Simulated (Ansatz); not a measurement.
Program: Ansatz. Geometries: PBE0-D4/def2-TZVP. ΔE: electronic, gas phase. CCSD(T)/CBS adds triple-zeta CCSD(T) − MP2 to the extrapolated MP2 energy (def2 sets, frozen cores). DFT in def2-TZVPP. HSE06 is defined as in plane-wave codes. def2 core potentials past Kr. For Ge, In outer-core shells are correlated without core-valence functions, which leaves a few kJ/mol of doubt a bond. Scalar relativity is left out up to krypton. Each species was taken in one conformer, which may not be the lowest.

`[F][In]([Cl])[Cl]` + `[CH3][GeH]([NH2])[Cl]` → `[F][InH][Cl]` + `[CH3][Ge]([NH2])([Cl])[Cl]`  (redistribution)

`[F][In]([Cl])[Cl]`:

```xyz
4

F    -0.866    0.898   -1.530
In   -0.021    0.022   -0.037
Cl    2.228    0.323    0.233
Cl   -1.341   -1.243    1.334
```

`[CH3][GeH]([NH2])[Cl]`:

```xyz
10

C     0.349    0.324    1.410
Ge    0.352    0.201   -0.520
N    -0.693   -1.196   -1.046
Cl   -0.412    2.111   -1.258
H    -0.671    0.472    1.767
H     0.751   -0.594    1.840
H     0.957    1.171    1.730
H     1.726    0.036   -1.182
H    -0.720   -1.353   -2.044
H    -1.640   -1.171   -0.696
```

`[F][InH][Cl]`:

Cartesian coordinates in Å:
```
F 0.221 -0.095 1.861
In 0.178 -0.044 -0.077
Cl -1.945 0.519 -0.777
H 1.546 -0.379 -1.007
```

`[CH3][Ge]([NH2])([Cl])[Cl]`:

Z-matrix (Å, degrees):
```
C
Ge 1 1.935
H 1 1.090 2 109.4
H 1 1.091 2 109.4 3 120.2
H 1 1.090 2 109.3 3 -119.9
N 2 1.813 1 120.4 3 -60.0
Cl 2 2.148 1 107.9 3 60.7
Cl 2 2.148 1 108.0 3 179.3
H 6 1.009 2 115.9 1 66.1
H 6 1.009 2 115.8 1 -66.6
```

| level | ΔE (kJ/mol) |
| --- | --- |
| PBE0-D4 | 15.3 |
| HSE06 | 18.1 |

Problem. What does CCSD(T)/CBS give? (An estimate is asked.)

Solution. Computed: +20.7 kJ/mol. The listed levels differ from it by -5.4, -2.6 kJ/mol.

Problem. What do rigid-rotor, harmonic-oscillator terms from PBE0-D4/def2-TZVP frequencies (298.15 K, 1 bar) make of the CCSD(T)/CBS value? (Estimate.)

Solution. Ansatz gave: ΔZPE = -5.9 kJ/mol, ΔH = +16.0 kJ/mol, ΔS = 13 J/(mol·K), ΔG = +12.2 kJ/mol. Modes under 50 cm⁻¹ make the entropy rough.

Largest T1 diagnostic among the species: 0.015.

In def2-TZVPP, CCSD(T) changes the Hartree–Fock value by −9.9 kJ/mol (the triples alone add −0.8 kJ/mol) and MP2 by −11.4 kJ/mol. Leaving LDA and LC-ωPBE aside and taking each functional with its dispersion term where it has one, the values, not all of them listed here, spread over 6.3 kJ/mol, from revPBE-D4 to B2PLYP. LDA lies −9.4 kJ/mol from PBE without D4. At CCSD(T), def2-SVP lies +8.9 kJ/mol from the extrapolated value and def2-TZVPP −3.6 kJ/mol.
